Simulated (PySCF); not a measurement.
CH8BNO2Si, SMILES OB(O)C[SiH2]N, PBE0/def2-SVP optimised geometry.

```
14

Si     0.86    -0.21     0.00
N      0.11     1.35     0.00
C      0.22    -1.10    -1.53
B     -1.27    -0.69    -1.80
O     -1.51     0.40    -2.60
O     -2.36    -1.31    -1.26
H      0.45    -0.95     1.24
H      2.36    -0.21     0.00
H      0.31     2.05     0.71
H     -0.11     1.77    -0.90
H      0.35    -2.19    -1.39
H      0.85    -0.80    -2.39
H     -2.45     0.59    -2.65
H     -2.13    -2.05    -0.68
```

Density from PBE0/def2-TZVP in PySCF 2.14.0 at that geometry.

Minimum of the electron density along straight lines between bonded atoms, close to the bond critical point (lines longer than 1.1 times the sum of covalent radii, or with two minima, are not listed):

| bond | length / Å | ρ at the minimum / e bohr⁻³ | ∇²ρ there / e bohr⁻⁵ | position (fraction from the first atom) |
|---|---|---|---|---|
| Si1–N2 | 1.731 | 0.130 | ___ | 0.40 |
| Si1–C3 | 1.883 | 0.117 | 0.17 | 0.39 |
| C3–B4 | 1.572 | ___ | ___ | 0.67 |
| B4–O5 | 1.365 | 0.209 | 0.91 | 0.33 |
| B4–O6 | 1.368 | 0.207 | 0.91 | 0.33 |
| Si1–H7 | 1.500 | 0.119 | 0.14 | 0.49 |
| Si1–H8 | 1.504 | 0.118 | 0.13 | 0.49 |
| N2–H9 | 1.013 | 0.332 | -1.62 | 0.74 |
| N2–H10 | 1.015 | 0.330 | -1.62 | 0.74 |
| C3–H11 | 1.102 | 0.262 | -0.84 | 0.64 |
| C3–H12 | 1.102 | 0.264 | -0.85 | 0.64 |
| O5–H13 | 0.964 | 0.357 | -2.43 | 0.81 |
| O6–H14 | 0.961 | 0.360 | -2.48 | 0.81 |

**Question.** What belongs in the gaps?

**Answer.** 
- Si1–N2, ∇²ρ there / e bohr⁻⁵: 0.55
- C3–B4, ρ at the minimum / e bohr⁻³: 0.185
- C3–B4, ∇²ρ there / e bohr⁻⁵: -0.29
